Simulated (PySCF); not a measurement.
Br₂Si, charge +1, doublet, geometry from GFN2-xTB (a state made from the parent by changing its charge; the spin is typed, not shown lowest); TPSS/6-31G** in PySCF.

The PySCF input:
```python
from pyscf import gto, scf, dft

mol = gto.Mole()
mol.atom = '''
    Si   -0.01521577   -0.00237586    0.77983544
    Br    1.07276535   -1.63797801   -0.14008693
    Br   -1.06667904    1.63892835   -0.17184725
'''
mol.basis = '6-31g**'
mol.charge = 1
mol.spin = 1
mol.verbose = 5
mol.build()

mf = dft.ROKS(mol)
mf.xc = 'tpss'
mf.kernel()
```

It wrote (shortened):

```
PySCF version 2.14.0

[INPUT] verbose = 5
[INPUT] max_memory = 4000
[INPUT] num. atoms = 3
[INPUT] num. electrons = 83
[INPUT] charge = 1
[INPUT] spin (= nelec alpha-beta = 2S) = 1
[INPUT] symmetry False subgroup None
[INPUT] Mole.unit = angstrom
[INPUT] Symbol           X                Y                Z      unit          X                Y                Z       unit  Magmom
[...]
[INPUT] ---------------- BASIS SET ----------------
[INPUT] l, kappa, [nprim/nctr], expnt,             c_1 c_2 ...
[INPUT] Si
[...]
                                2425.58           0.0149288
                                553.867           0.0728478
                                156.34            0.24613
                                50.0683           0.485914
                                17.0178           0.325002
[...]
                                69.8731           -0.0357146
                                22.3363           -0.114985
                                8.15039           0.0935634
                                3.13458           0.603017
                                1.22543           0.418959
[...]
                                0.572922          0.00431572
                                0.222192          1.09818
[...]
                                69.8731           0.0326679
                                22.3363           0.134721
                                8.15039           0.328678
                                3.13458           0.44964
                                1.22543           0.261372
[...]
                                0.572922          0.253539
                                0.222192          0.800669
[...]
[INPUT] Br
[...]
                                17074.44          0.01316744
                                3889.576          0.06504553
                                1097.096          0.2269505
                                352.0624          0.4768357
                                120.7002          0.3583677
[...]
                                589.3838          0.02994853
                                191.8738          0.1256009
                                72.95339          -0.0009832786
                                30.05839          -0.6013141
                                12.52927          -0.4913983
[...]
                                38.58948          0.05542122
                                16.37818          0.26812
                                7.221836          -0.1543606
                                3.263697          -0.7206306
                                1.465499          -0.3316437
[...]
                                0.754705          -0.2152659
                                0.300514          -0.9633941
[...]
                                589.3838          0.02995979
                                191.8738          0.1318228
                                72.95339          0.3432708
                                30.05839          0.4642345
                                12.52927          0.2079387
[...]
                                38.58948          -0.03041432
                                16.37818          0.04602725
                                7.221836          0.3650689
                                3.263697          0.4949232
                                1.465499          0.2090394
[...]
                                0.754705          0.3503065
                                0.300514          0.7182446
[...]
                                17.31284          0.3707384
                                5.607915          0.7097628
[...]
nuclear repulsion = 404.716227187039
number of shells = 32
number of NR pGTOs = 241
number of NR cGTOs = 82
basis = 6-31g**
ecp = {}

******** <class 'pyscf.dft.roks.ROKS'> ********
method = ROKS
initial guess = minao
damping factor = 0
level_shift factor = 0
DIIS = <class 'pyscf.scf.diis.CDIIS'>
diis_start_cycle = 1
diis_space = 8
diis_damp = 0
SCF conv_tol = 1e-09
SCF conv_tol_grad = None
SCF max_cycles = 50
direct_scf = True
direct_scf_tol = 1e-13
num. doubly occ = 41  num. singly occ = 1
XC library pyscf.dft.libxc version 7.1.2
    S. Lehtola, C. Steigemann, M. J. T. Oliveira, and M. A. L. Marques,  SoftwareX 7, 1–5 (2018)
XC functionals = tpss
    J. Tao, J. P. Perdew, V. N. Staroverov, and G. E. Scuseria,  Phys. Rev. Lett. 91, 146401 (2003)
    J. P. Perdew, J. Tao, V. N. Staroverov, and G. E. Scuseria,  J. Chem. Phys. 120, 6898 (2004)
    J. Tao, J. P. Perdew, V. N. Staroverov, and G. E. Scuseria,  Phys. Rev. Lett. 91, 146401 (2003)
    J. P. Perdew, J. Tao, V. N. Staroverov, and G. E. Scuseria,  J. Chem. Phys. 120, 6898 (2004)
radial grids:
    Treutler-Ahlrichs [JCP 102, 346 (1995); DOI:10.1063/1.469408] (M4) radial grids

becke partition: Becke, JCP 88, 2547 (1988); DOI:10.1063/1.454033
pruning grids: <function nwchem_prune>
grids dens level: 3
symmetrized grids: False
atomic radii adjust function: <function treutler_atomic_radii_adjust>
small_rho_cutoff = 0
Set gradient conv threshold to 3.16228e-05
atom Si rad-grids = 80, ang-grids = [ 50  50  50  50  50  50  50  50  50  50  50  50  50  50  50  50  50  50
  50  50  50  50  50  86  86  86  86  86  86  86  86  86  86  86  86  86
 350 350 350 350 350 350 350 350 434 434 434 434 434 434 434 434 434 434
 434 434 434 434 434 434 434 434 350 350 350 350 350 350 350 350 350 350
 350 350 350 350 350 350 350 350]
atom Br rad-grids = 90, ang-grids = [ 50  50  50  50  50  50  50  50  50  50  50  50  50  50  50  50  50  50
  50  50  50  50  50  50  50  50  50  50  50  86  86  86  86  86  86  86
  86  86  86  86  86  86  86  86  86 350 350 350 350 350 350 350 350 350
 350 434 434 434 434 434 434 434 434 434 434 434 434 434 434 434 434 434
 434 434 434 434 434 350 350 350 350 350 350 350 350 350 350 350 350 350]
tot_boxes 1680, boxes in each direction [10 12  8]
Padding 4 grids
tot grids = 60032
nelec by numeric integration = [41.98747137 41.98747137]
[...]
E1 = -8350.824277072828  E2 = 2509.378510262353  Ecoul = 2712.4303764300985  Exc = -203.05186616774554
cycle= 9 E= -5436.72953962344  delta_E= -2.2e-09  |g|= 0.000102  |ddm|= 0.000278
[...]
                  Roothaan           | alpha              | beta
  Highest 2-occ = -0.504709510193818 | -0.507255339753479 |  -0.50216440834847
  Lowest 0-occ =  -0.355863531954269 | -0.367265090226699 | -0.344466950892389
  1-occ =         -0.443314828658093 | -0.471423167215414 | -0.415207948981224
  Roothaan mo_energy =
[-4.81938878e+02 -4.81938875e+02 -6.60261408e+01 -6.22037531e+01
 -6.22037480e+01 -5.60414688e+01 -5.60414661e+01 -5.60387473e+01
 -5.60387457e+01 -5.60381846e+01 -5.60381826e+01 -8.74116268e+00
 -8.74115982e+00 -6.58491145e+00 -6.58490803e+00 -6.57515225e+00
 -6.57515021e+00 -6.57339795e+00 -6.57339405e+00 -5.45101325e+00
 -3.82876038e+00 -3.82487241e+00 -3.82483334e+00 -2.73192976e+00
 -2.73192249e+00 -2.72954522e+00 -2.72953631e+00 -2.72829293e+00
 -2.72827160e+00 -2.72088546e+00 -2.72088111e+00 -2.72084202e+00
 -2.72083665e+00 -9.84289058e-01 -9.67422758e-01 -6.97919530e-01
 -5.99947415e-01 -5.36357263e-01 -5.34939677e-01 -5.10802382e-01
 -5.04709510e-01 -4.43314829e-01 -3.55863532e-01 -2.85353261e-01
 -2.02364234e-01 -8.13152555e-02 -4.57230704e-02  2.18647018e-02
  2.42491870e-02  5.75034275e-02  6.26447429e-02  1.01261693e-01
  1.24182115e-01  1.40212959e-01  1.45877023e-01  1.47994884e-01
  1.89555171e-01  1.98990725e-01  2.06327089e-01  2.22044355e-01
  3.00745462e-01  3.12489076e-01  3.19293287e-01  3.23638147e-01
  3.25078837e-01  3.59114094e-01  4.56533569e-01  4.59617284e-01
  5.27114133e-01  5.43526343e-01  8.06225313e-01  8.14710971e-01
  4.39304564e+00  4.39351054e+00  4.39388066e+00  4.39471775e+00
  4.41319135e+00  4.41631607e+00  4.42275928e+00  4.44806361e+00
  4.58618935e+00  4.59918839e+00]
nelec by numeric integration = [42.00000045 41.00000049]
E1 = -8350.824291928026  E2 = 2509.378525112947  Ecoul = 2712.4303928159356  Exc = -203.0518677029886
cycle= 10 E= -5436.72953962804  delta_E= -4.6e-09  |g|= 1.13e-05  |ddm|= 0.000153
[...]
                  Roothaan           | alpha              | beta
  Highest 2-occ = -0.504709797237588 | -0.507256160498989 | -0.502165139352767
  Lowest 0-occ =  -0.355863141905827 |  -0.36726046635167 | -0.344462723709226
  1-occ =         -0.443313003430918 | -0.471419251307253 | -0.415203834368855
  Roothaan mo_energy =
[-4.81938879e+02 -4.81938875e+02 -6.60261392e+01 -6.22037534e+01
 -6.22037483e+01 -5.60414690e+01 -5.60414665e+01 -5.60387476e+01
 -5.60387461e+01 -5.60381849e+01 -5.60381828e+01 -8.74116283e+00
 -8.74116054e+00 -6.58491220e+00 -6.58490836e+00 -6.57515237e+00
 -6.57515097e+00 -6.57339774e+00 -6.57339490e+00 -5.45101156e+00
 -3.82875873e+00 -3.82487072e+00 -3.82483160e+00 -2.73193133e+00
 -2.73192196e+00 -2.72954588e+00 -2.72953668e+00 -2.72829265e+00
 -2.72827273e+00 -2.72088697e+00 -2.72088031e+00 -2.72084123e+00
 -2.72083814e+00 -9.84289364e-01 -9.67423121e-01 -6.97919853e-01
 -5.99947722e-01 -5.36357480e-01 -5.34939960e-01 -5.10802766e-01
 -5.04709797e-01 -4.43313003e-01 -3.55863142e-01 -2.85353557e-01
 -2.02363477e-01 -8.13150731e-02 -4.57228591e-02  2.18655401e-02
  2.42496239e-02  5.75029507e-02  6.26444454e-02  1.01261750e-01
  1.24182080e-01  1.40212826e-01  1.45876844e-01  1.47994731e-01
  1.89555607e-01  1.98990719e-01  2.06327565e-01  2.22044246e-01
  3.00745657e-01  3.12488909e-01  3.19292910e-01  3.23637717e-01
  3.25078541e-01  3.59114165e-01  4.56533448e-01  4.59617569e-01
  5.27114381e-01  5.43526225e-01  8.06225584e-01  8.14710755e-01
  4.39304530e+00  4.39351019e+00  4.39388026e+00  4.39471738e+00
  4.41319089e+00  4.41631550e+00  4.42275873e+00  4.44806317e+00
  4.58618879e+00  4.59918782e+00]
nelec by numeric integration = [42.00000045 41.00000049]
E1 = -8350.824396597964  E2 = 2509.3786297828183  Ecoul = 2712.430500708643  Exc = -203.05187092582503
cycle= 11 E= -5436.72953962811  delta_E= -6.64e-11  |g|= 1.21e-06  |ddm|= 2.24e-05
[...]
                  Roothaan           | alpha              | beta
  Highest 2-occ = -0.504709461639077 | -0.507254902147415 | -0.502164021130755
  Lowest 0-occ =  -0.355863099249903 | -0.367262190954948 | -0.344464007544867
  1-occ =         -0.443313215570512 | -0.471421090662363 | -0.415205132432445
  Roothaan mo_energy =
[-4.81938878e+02 -4.81938875e+02 -6.60261395e+01 -6.22037526e+01
 -6.22037476e+01 -5.60414682e+01 -5.60414658e+01 -5.60387468e+01
 -5.60387454e+01 -5.60381842e+01 -5.60381821e+01 -8.74116215e+00
 -8.74115987e+00 -6.58491149e+00 -6.58490769e+00 -6.57515171e+00
 -6.57515035e+00 -6.57339706e+00 -6.57339421e+00 -5.45101164e+00
 -3.82875877e+00 -3.82487089e+00 -3.82483168e+00 -2.73193061e+00
 -2.73192132e+00 -2.72954521e+00 -2.72953603e+00 -2.72829198e+00
 -2.72827202e+00 -2.72088627e+00 -2.72087969e+00 -2.72084061e+00
 -2.72083744e+00 -9.84288979e-01 -9.67422717e-01 -6.97919622e-01
 -5.99947374e-01 -5.36357209e-01 -5.34939626e-01 -5.10802444e-01
 -5.04709462e-01 -4.43313216e-01 -3.55863099e-01 -2.85353268e-01
 -2.02363488e-01 -8.13149409e-02 -4.57227273e-02  2.18653901e-02
  2.42496558e-02  5.75031759e-02  6.26446348e-02  1.01261954e-01
  1.24182243e-01  1.40213044e-01  1.45877020e-01  1.47994942e-01
  1.89555622e-01  1.98990909e-01  2.06327595e-01  2.22044473e-01
  3.00745786e-01  3.12489164e-01  3.19293245e-01  3.23638045e-01
  3.25078866e-01  3.59114378e-01  4.56533652e-01  4.59617719e-01
  5.27114567e-01  5.43526449e-01  8.06225759e-01  8.14711034e-01
  4.39304585e+00  4.39351074e+00  4.39388082e+00  4.39471793e+00
  4.41319149e+00  4.41631607e+00  4.42275929e+00  4.44806376e+00
  4.58618937e+00  4.59918840e+00]
nelec by numeric integration = [42.00000045 41.00000049]
E1 = -8350.824332460228  E2 = 2509.3785656450773  Ecoul = 2712.4304342506584  Exc = -203.05186860558126
Extra cycle  E= -5436.72953962811  delta_E= -5.46e-12  |g|= 2.56e-06  |ddm|= 6.73e-06
converged SCF energy = -5436.72953962811
```
